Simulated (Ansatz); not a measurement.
Two isomers of ClFGeH5NSi: A = `F[SiH](Cl)[NH][GeH3]`, B = `N[SiH](Cl)[GeH2][F]`.

Gas-phase electronic energies from Ansatz, PBE0-D4/def2-TZVP geometries. CCSD(T)/CBS adds triple-zeta CCSD(T) − MP2 to the extrapolated MP2 energy (def2 sets, frozen cores). DFT in def2-TZVPP. B3LYP here is the variant with VWN-RPA as its local correlation; programs differ in this. For Ge outer-core shells are correlated without core-valence functions, which leaves a few kJ/mol of doubt a bond. Scalar relativity is left out up to krypton. Each species was taken in one conformer, which may not be the lowest.

Q: Which is lower in electronic energy at CCSD(T)/CBS, and by how much? (An estimate is asked.)

A: Computed: A, by 25.1 kcal/mol.

Q: Give E(B) − E(A) in kcal/mol with B2PLYP, ωB97M-V, B3LYP, CCSD/def2-TZVPP, MP2/def2-TZVPP, PBE-D4, HF/def2-TZVPP. (An estimate is asked.)

A: Computed: B2PLYP 24.0, ωB97M-V 24.0, B3LYP 21.8, CCSD/def2-TZVPP 26.0, MP2/def2-TZVPP 26.7, PBE-D4 18.3, HF/def2-TZVPP 27.2. None reverses the order clearly.

Largest T1 diagnostic: 0.011.

From PBE to PBE0 (25 % exact exchange), in def2-TZVPP and without D4, E(B) − E(A) moves by +2.5 kcal/mol.
